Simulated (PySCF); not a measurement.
## SbH₃, singlet: data card

Level of theory: PBE0 in PySCF with Sb x2c-TZVPall, H x2c-TZVPall; spin-free X2C, no spin–orbit coupling; density-fitted integrals.

The structure is a saddle point with 1 imaginary mode.

```xyz
4
charge 0 multiplicity 1, angstrom
Sb    0.0000    0.0000    0.0000
H     1.6432    0.0000    0.0000
H    -0.8216    1.4231    0.0000
H    -0.8216   -1.4231    0.0000
```

* Point group: D3h
* Bond lengths: Sb–H 1.643 Å (×3)
* Bond angles: H–Sb–H 120.0° (×3)
* Highest occupied level: -5.29 eV
* Principal quadrupole moments (Buckingham, traceless) about the centre of mass: -7.10, 3.55, 3.55 D Å
* Rotational constants: 4.13, 4.13, 2.065 cm⁻¹
* Zero-point energy (real modes): 48.3 kJ/mol
* Principal polarisabilities: 39.5, 41.3, 41.3 bohr³
* Lowest empty level: -1.27 eV
* Dipole moment: 0.00 D

Harmonic modes (masses in u: Sb 120.904, H 1.008):
```json
{"symmetry": "a2''", "ω (cm⁻¹)": "1119i", "IR (km/mol, summed over degenerate members)": "–", "μ (u)": "1.03"}
{"symmetry": "e'", "ω (cm⁻¹)": "716", "IR (km/mol, summed over degenerate members)": "78.4", "μ (u)": "1.02"}
{"symmetry": "a1'", "ω (cm⁻¹)": "2179", "IR (km/mol, summed over degenerate members)": "0.0", "μ (u)": "1.01"}
{"symmetry": "e'", "ω (cm⁻¹)": "2228", "IR (km/mol, summed over degenerate members)": "13.1", "μ (u)": "1.02"}
```

In D3h the vibrations span a2'' + 2e' + a1'. The a1' mode carries no infrared intensity, as symmetry demands.

Charges (e):
```
  atom  Mulliken  Löwdin  polar tensor  Mayer order to Sb1
   Sb1     -0.24    0.15         -0.02                   –
H2,3,4      0.08   -0.05          0.01                0.92
```

Mulliken populations on Sb1: s 9.48, p 21.68, d 20.06, f 0.02.

Other isomers or separated fragments may lie lower. At this level a singlet minimum of C3v symmetry lies 190 kJ/mol below this structure.

The final relaxation and frequency run took about 40 core-seconds on a shared host.
